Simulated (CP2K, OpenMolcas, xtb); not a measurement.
# SiCl3 (SMILES Cl[Si](Cl)Cl): methods side by side

SiCl3 has 4 atoms, charge 0, and is taken as a doublet. As SMILES, `Cl[Si](Cl)Cl`. The coordinates come from a PBE0-D4/def2-TZVP relaxation.

Quantity: the dipole moment, in D. The values are calculated.

```json
{"level": "PM6", "kind": "semi-empirical", "program": "CP2K", "value (D)": "1.22"}
{"level": "GFN1-xTB", "kind": "semi-empirical", "program": "xtb", "value (D)": "1.26"}
{"level": "UHF/aug-cc-pVDZ", "kind": "Hartree–Fock", "program": "OpenMolcas", "value (D)": "0.87"}
{"level": "UBLYP/aug-cc-pVDZ", "kind": "GGA", "program": "OpenMolcas", "value (D)": "0.55"}
{"level": "UTPSS/aug-cc-pVDZ", "kind": "meta-GGA", "program": "OpenMolcas", "value (D)": "0.54"}
{"level": "UM06-2X/aug-cc-pVDZ", "kind": "hybrid meta-GGA", "program": "OpenMolcas", "value (D)": "0.79"}
```

The values span 0.54 to 1.26 D. Magnitudes only: a small dipole may point the other way at some levels.
